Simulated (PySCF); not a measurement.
## A search over the determinants of BSb⁻

Unrestricted PBE0; basis B def2-SVPD, Sb def2-SVPD with ECP28; scalar-relativistic core potentials; PySCF 2.14. Outer shells of the fragments: B 2s2 2p1; Sb− 4d10 5s2 5p4.

Followed along the bond (rough minima from three points):

| 2Ms+1 | unpaired | ⟨S²⟩ at the start | R at minimum (Å) | Te (eV) |
| --- | --- | --- | --- | --- |
| 2 | σ ↑ | 0.89 | 2.01 | 0.00 |
| 2 | π ↑ | 0.76 | 2.16 | 0.58 |

Solutions found at the starting distance of 2.280 Å, counted from the lowest of them; the search is not exhaustive and high or unbound solutions are not listed, so other states can lie among these:

```tsv
2Ms+1	unpaired	term	E (eV)	⟨S²⟩	⟨Lz²⟩	μ (D)
2	σ ↑	²Σ⁺	0.00	0.89	0.00	3.53
2	π ↑	²Π	0.12	0.76	1.01	4.96
```

A term symbol is given only where ⟨S²⟩ and ⟨Lz²⟩ are close to those of a pure state; real π, δ and φ orbitals otherwise mix terms. A positive dipole points towards Sb; it is taken about the centre of mass and depends on that origin.

Question: Compare the gap between the two lowest followed solutions at the starting distance with the gap between their minima.

Answer: At PBE0 the second solution (doublet, unpaired electrons π ↑) lies +0.12 eV from the first (doublet, unpaired electrons σ ↑) at 2.280 Å and +0.58 eV at the minima; the two curves relax by different amounts, since their minima lie near 2.16 and 2.01 Å.

Spin–orbit coupling is left out.
